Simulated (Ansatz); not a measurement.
ClH8NOSi3 (`N[Si]([SiH3])(Cl)O[SiH3]`), relaxed with RKS PBE0-D4/def2-TZVP in the Gaussian-basis code of Ansatz from a GFN2-xTB geometry. The force threshold is 0.005 eV/Å; the program also tests the step.

The species carries charge 0 and has multiplicity 1.

Start:

```xyz
14

N    -0.585   -1.875    0.462
Si    0.489   -0.590    0.043
Si    0.976   -0.175   -2.171
Cl    2.108   -0.956    1.201
O    -0.216    0.777    0.561
Si   -0.912    1.747    1.660
H    -1.552   -1.819    0.190
H    -0.264   -2.829    0.425
H     2.115    0.724   -2.380
H     1.294   -1.427   -2.874
H    -0.169    0.410   -2.881
H    -2.308    1.323    1.770
H    -0.765    3.071    1.061
H    -0.212    1.621    2.934
```

(1) By how much does the energy fall, and how many steps does the optimiser take? (Estimate.)

(2) Which bonds change most? (Best estimate.)

(3) Give the relaxed structure. (Best estimate.)

Results:

(1) Computed: 17.94 kJ/mol, in 29 steps, 2 of them rejected.

(2) The calculation gave: Si2–Cl4 from 2.025 to 2.064 Å; Si2–Si3 from 2.304 to 2.333 Å; Si6–H14 from 1.460 to 1.484 Å; O5–Si6 from 1.623 to 1.647 Å.

(3) Computed: 
```xyz
14

N    -0.659   -1.682    0.416
Si    0.442   -0.456   -0.022
Si    1.005   -0.288   -2.280
Cl    2.151   -0.905    1.046
O    -0.138    0.998    0.424
Si   -0.892    1.691    1.714
H    -1.576   -1.741    0.004
H    -0.333   -2.571    0.756
H     1.946    0.839   -2.514
H     1.638   -1.556   -2.731
H    -0.227   -0.062   -3.085
H    -2.333    1.335    1.705
H    -0.745    3.160    1.580
H    -0.278    1.237    2.987
```
